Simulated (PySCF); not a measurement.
Isomers of C4H9FO3Si, one GFN2-xTB conformer each. Single-point energies are computed at PBE0/pcSseg-1 (PySCF, gas phase, no added dispersion term), electronic only.

Question: Rank them by PBE0/pcSseg-1 energy, lowest first (kcal/mol).
A. `[F:1][C@H:2]1[CH2:3][O:4][C@H:5]([O:6][SiH3:7])[O:8][CH2:9]1` with O4–C5–O6–Si7 173°, F1–C2–C3–O4 76°, C2–C3–O4–C5 54°, C3–O4–C5–O6 65°, O4–C5–O8–C9 60°
B. `[O:1]=[C:2]([CH2:3][SiH2:4][F:5])[O:6][CH2:7][CH2:8][OH:9]` with O1–C2–C3–Si4 -5°, C2–C3–Si4–F5 180°, O1–C2–O6–C7 3°, C2–O6–C7–C8 88°, O6–C7–C8–O9 -56°
C. `[OH:1][Si:2]1([CH2:3][F:4])[O:5][CH2:6][CH2:7][CH2:8][O:9]1` with H–O1–Si2–C3 180°, O1–Si2–C3–F4 180°, O1–Si2–O5–C6 -153°, Si2–O5–C6–C7 47°, O5–C6–C7–C8 -60°, C6–C7–C8–O9 60°
D. `[CH3:1][O:2][SiH2:3][O:4]/[C:5](=[CH:6]\[F:7])[O:8][CH3:9]` with C1–O2–Si3–O4 -179°, O2–Si3–O4–C5 -65°, Si3–O4–C5–C6 -10°, O4–C5–O8–C9 -4°
E. `[OH:1][CH2:2][C@@H:3]1[O:4][C@H:5]([F:6])[CH2:7][O:8][SiH2:9]1` with H–O1–C2–C3 50°, O1–C2–C3–O4 -62°, C2–C3–O4–C5 -103°, C3–O4–C5–F6 55°, O4–C5–C7–O8 54°, C5–C7–O8–Si9 2°
F. `[CH3:1][O:2][C:3](=[O:4])[O:5][SiH2:6][C@@H:7]([CH3:8])[F:9]` with C1–O2–C3–O4 0°, O2–C3–O5–Si6 179°, C3–O5–Si6–C7 179°, O5–Si6–C7–C8 63°
G. `[CH3:1][C@@H:2]([O:3][SiH3:4])[C@H:5]([F:6])[C:7](=[O:8])[OH:9]` with C1–C2–O3–Si4 21°, C1–C2–C5–F6 55°, C2–C5–C7–O8 78°, C5–C7–O9–H 177°

Answer: C (0.0), B (32.3), F (44.8), G (57.7), E (71.1), A (71.5), D (74.0).

As drawn, the lowest has an O–H bond and an Si–C bond, which the highest lacks; the highest has a C=C bond outside aromatic rings, which the lowest lacks. Neighbours under 2.5 kcal/mol apart (OC[C@@H]1O[C@H](F)CO[SiH2]1 and F[C@H]1CO[C@H](O[SiH3])OC1) can change places with a better method, another conformer or zero-point energy. GFN2-xTB itself gives, in the same order: 0.0, 39.5, 35.7, 44.4, 56.4, 37.0, 36.9. Both levels put the same isomer lowest; measured from each level's own lowest isomer, the values differ by up to 37.1 kcal/mol (CO[SiH2]O/C(=C\F)OC: 36.9 against 74.0).

Question: Which frontier levels, dipoles and rotational constants go with these structures?

Answer: 
| SMILES | HOMO (eV, PBE0/pcSseg-1) | LUMO (eV) | dipole (D) | A, B, C (MHz) |
| --- | --- | --- | --- | --- |
| O[Si]1(CF)OCCCO1 | -7.89 | 1.08 | 2.38 | 1763, 1246, 1059 |
| O=C(C[SiH2]F)OCCO | -8.00 | -0.22 | 3.44 | 3545, 582.4, 552.0 |
| COC(=O)O[SiH2][C@@H](C)F | -8.42 | 0.34 | 2.66 | 3885, 579.9, 524.6 |
| C[C@@H](O[SiH3])[C@H](F)C(=O)O | -8.17 | -0.47 | 1.76 | 1823, 1125, 886.9 |
| OC[C@@H]1O[C@H](F)CO[SiH2]1 | -7.44 | 0.12 | 1.82 | 2209, 1137, 916.3 |
| F[C@H]1CO[C@H](O[SiH3])OC1 | -7.87 | 0.17 | 2.82 | 3192, 864.9, 791.9 |
| CO[SiH2]O/C(=C\F)OC | -5.88 | 0.65 | 2.15 | 2123, 879.1, 710.8 |
